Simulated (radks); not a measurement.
Values are calculated unless marked as measured or tabulated.
Ionisation of the erbium ion Er2+, [Xe] 4f12, to Er3+, [Xe] 4f11, under several functionals. Scalar-relativistic Kohn-Sham, spin-unpolarised, spherical densities, finite nucleus; a radial shooting solver on a logarithmic mesh with Libxc functionals.

| functional | E(Er2+) (hartree) | Exc (hartree) | IE (eV) | -e(HOMO) (eV) | <r> HOMO (bohr) | IE error (eV) |
|---|---|---|---|---|---|---|
| BLYP | -13085.2210 | -278.1541 | 26.068 | 17.323 | 0.8217 | +3.368 |
| revPBE | -13084.6844 | -277.6435 | 26.143 | 17.363 | 0.8202 | +3.443 |
| XLYP | -13086.0497 | -278.9836 | 26.102 | 17.364 | 0.8221 | +3.402 |
| LDA (Slater exchange, VWN5 correlation) | -13076.1201 | -269.0670 | 26.560 | 17.762 | 0.8192 | +3.860 |
| BP86 | -13086.1117 | -279.0726 | 26.308 | 17.517 | 0.8193 | +3.608 |
| exchange-only r2SCAN | -13081.7364 | -273.7800 | 24.486 | 15.724 | 0.8201 | +1.786 |
| exchange-only LDA | -13069.2720 | -262.1333 | 24.828 | 16.136 | 0.8235 | +2.128 |
| exchange-only B88 | -13081.6569 | -274.5575 | 24.904 | 16.213 | 0.8235 | +2.204 |
| TASK exchange with Perdew-Wang LDA correlation | -13083.7230 | -275.4877 | 25.513 | 16.477 | 0.8084 | +2.813 |

NIST Atomic Spectra Database: 22.70 eV (semi-empirical). Closest: exchange-only r2SCAN. The Delta-SCF values span 2.07 eV, the total energies 16.84 hartree. The highest occupied level is 4f. Spin polarisation and multiplet splitting are left out, so open shells lie too high by an amount that depends on their filling. Spin-orbit splitting is averaged out at the scalar-relativistic level.

Beside tabulated values, note that spin-unpolarised runs miss the spin-polarisation part of the exchange energy of open shells.
